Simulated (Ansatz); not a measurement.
Born–Oppenheimer molecular dynamics of Cl4Ge (5 atoms, charge 0, multiplicity 1). It starts from a relaxed structure.

Level of theory: Ansatz, RKS B3LYP/def2-SVP.

| Property | Result |
| --- | --- |
| ensemble | NVE (velocity Verlet) |
| time step | 6 fs |
| steps asked | 40 |
| starting velocities drawn for | 300 K |
| seed | 375710 |

First frame:

```xyz
5
Properties=species:S:1:pos:R:3
Ge 0.001 0.000 0.000
Cl 0.000 0.000 2.146
Cl 2.023 0.000 -0.715
Cl -1.011 1.752 -0.715
Cl -1.011 -1.752 -0.715
```

Task: How far do the bonds stretch over the last three quarters of this one trajectory? (Pairs bonded in most of those frames.)

Result: 
| bond | mean (Å) | spread (Å) | shortest | longest |
| --- | --- | --- | --- | --- |
| Ge1–Cl2 | 2.150 | 0.011 | 2.13 | 2.17 |
| Ge1–Cl3 | 2.150 | 0.023 | 2.11 | 2.19 |
| Ge1–Cl4 | 2.149 | 0.010 | 2.13 | 2.17 |
| Ge1–Cl5 | 2.149 | 0.022 | 2.11 | 2.19 |

Mean temperature of the second half: 150 K. The conserved energy stayed within 0.34 meV per atom of its start (net change 0.33 meV per atom), so the integration is sound. Over the second half the temperature averaged 0.50 of the 300 K drawn at the start: a run that starts near a minimum puts about half its kinetic energy into the potential. A run of 0.24 ps of so small a system gives no equilibrium averages.

Time of the run: 68 s on 2 threads of Intel(R) Xeon(R) 6975P-C (Granite Rapids), with other jobs on the host, peak memory 0.28 GiB.
